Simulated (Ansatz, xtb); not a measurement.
Relative energy of two isomers of C4H9BO

Structure X: `B[C@@H]1C[C@@H]1OC`, a singlet. Structure Y: `BC1(OC)CC1`, a singlet. Both are isolated molecules in the gas phase, relaxed with PBE-D3(BJ)/def2-SVP; the shapes shown needn't be the lowest conformers.

X (Å):

```tsv
atom	x (Å)	y (Å)	z (Å)
C	-0.2913	2.2848	-0.8533
C	-1.4050	1.9154	-1.8732
C	-0.6758	0.8135	-1.2325
C	-0.5761	-0.4387	0.7348
B	-0.6734	2.8433	0.5194
O	-1.3668	0.0172	-0.3406
H	-1.7085	2.4930	1.0589
H	0.0437	3.6501	1.0852
H	0.6543	2.6083	-1.3201
H	-1.2076	2.1515	-2.9299
H	-2.4411	2.0738	-1.5379
H	0.1216	0.2913	-1.8007
H	0.3306	-0.9890	0.3894
H	-0.2393	0.4165	1.3738
H	-1.2008	-1.1166	1.3469
```

Y (Å):

| atom | x (Å) | y (Å) | z (Å) |
| --- | --- | --- | --- |
| C | -0.6902 | 1.5758 | -0.5812 |
| C | -1.5353 | 0.6912 | 1.4320 |
| C | -1.0525 | 1.5451 | -2.0806 |
| C | -0.3397 | 0.3772 | -1.5093 |
| B | 0.4246 | 2.5403 | -0.1632 |
| O | -1.8249 | 1.3704 | 0.2293 |
| H | 0.3891 | 3.1403 | 0.8947 |
| H | 1.3632 | 2.7115 | -0.9201 |
| H | -2.4848 | 0.5904 | 1.9932 |
| H | -1.1190 | -0.3294 | 1.2480 |
| H | -0.8064 | 1.2490 | 2.0658 |
| H | -2.1377 | 1.4565 | -2.2415 |
| H | -0.5262 | 2.2330 | -2.7583 |
| H | 0.7152 | 0.2000 | -1.7662 |
| H | -0.9332 | -0.5245 | -1.2928 |

Energies in hartree; the thermal terms are from GFN2-xTB frequencies at re-optimised GFN2-xTB minima (ideal gas, soft modes damped towards free rotors, one conformer each, 298.15 K, 1 atm) and include the zero-point energy:

|  | X | Y |
| --- | --- | --- |
| E, CCSD(T)/def2-SVP | −256.914458 | −256.912091 |
| E, MP2/def2-SVP | −256.822713 | −256.820414 |
| E, MP2/def2-TZVPP | −257.300432 | −257.298775 |
| zero-point energy | 0.121926 | 0.121561 |
| H(298 K) − E | 0.129990 | 0.129789 |
| G(298 K) − E | 0.091582 | 0.091143 |

**Question.** Correct the CCSD(T) difference for the basis set by the MP2 change, then work out ΔE, ΔE₀, ΔH and ΔG for X → Y in kJ/mol (1 Eh = 2625.50 kJ/mol) and the equilibrium ratio [Y]/[X].

**Answer.** 1. Differences Y − X: CCSD(T) +0.002367, MP2 in the small set +0.002299, MP2 in the large set +0.001657 Eh.
2. ΔE = +0.002367 + (+0.001657 − (+0.002299)) = +0.001725 Eh = +4.53 kJ/mol.
3. ΔE₀ = ΔE + ΔZPE = +0.001725 + (−0.000365) Eh = +3.57 kJ/mol.
4. ΔH = ΔE + (−0.000201) Eh = +4.00 kJ/mol.
5. ΔG = ΔE + (−0.000439) Eh = +3.38 kJ/mol, so ΔS = (ΔH − ΔG)/T = +2.1 J/(mol K).
6. kT = 0.9442 mEh, so K = [Y]/[X] = exp(−ΔG/kT) = exp(−1.36) ≈ 0.26.

The two are too close for this level to say which is favoured. An error of 4 kJ/mol in ΔG would change K by a factor of 5. Mirror images and further conformers aren't counted.

As drawn, both hold the same kinds of bond in the same numbers.

Other levels gave ΔE = +6.4 (GFN2-xTB); +1.1 (HF/STO-3G, GFN2-xTB geometries); +7.1 (r2SCAN-D4/def2-SVP, GFN2-xTB geometries); +9.1 (PBE-D3(BJ)/def2-SVP); +6.6 (HF/def2-SVP); +6.0 (MP2/def2-SVP); +6.2 (CCSD(T)/def2-SVP) kJ/mol. The correlated steps freeze 6 core orbitals. Programs: Ansatz 0.2.0, xtb 6.7.1.
